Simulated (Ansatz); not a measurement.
Species: C₃H₁₂OSi₂, charge 0, multiplicity 1. 
Coordinates optimised at B3LYP-D3(BJ)/def2-TZVP (Ansatz, a first-principles code):
```xyz
18

C     -1.2112    -0.0319     1.7624
Si    -0.7694    -0.1013    -0.0539
C     -1.2059     1.5133    -0.8918
C     -1.6169    -1.5376    -0.8917
O      0.8596    -0.3496    -0.1950
Si     2.3468     0.2368     0.1248
H     -0.6938     0.7890     2.2645
H     -2.2847     0.1189     1.9000
H     -0.9360    -0.9596     2.2690
H     -0.6901     2.3547    -0.4231
H     -0.9258     1.4960    -1.9473
H     -2.2796     1.7082    -0.8336
H     -1.3409    -2.4832    -0.4203
H     -1.3382    -1.5947    -1.9461
H     -2.7037    -1.4389    -0.8361
H      2.5505     0.3779     1.5878
H      3.3553    -0.6999    -0.4177
H      2.5309     1.5683    -0.5036
```

Total electronic energies in hartree. Cores are frozen in the correlated levels unless marked. Spin-orbit coupling is left out. No relativistic terms. Basis-set limits of correlation are two-point, X^-3; Hartree-Fock from the larger set.

| level | program | energy (Eh) |
|---|---|---|
| HF/6-31G* | Ansatz | -773.40697 |
| B97M-V/def2-TZVPD | Ansatz | -775.81009 |
| B3LYP-D3(BJ)/def2-TZVPD | Ansatz + dftd3 | -776.05802 |
| r2SCANh-D4/def2-TZVPD | Ansatz + dftd4 | -775.80318 |
| B2GP-PLYP-D3(BJ)/def2-TZVPD | Ansatz + dftd3 | -775.45107 |
| B2GP-PLYP/def2-TZVPD | Ansatz | -775.43981 |
| MP2/cc-pVTZ | Ansatz | -774.57644 |
| CCSD(T)/6-31G | Ansatz | -773.80353 |
| CCSD(T)/CBS(cc-pV(T+d)Z,cc-pV(Q+d)Z) | Ansatz | -774.8296 |

Totals of different functionals don't rank their quality; only differences between species are comparable.
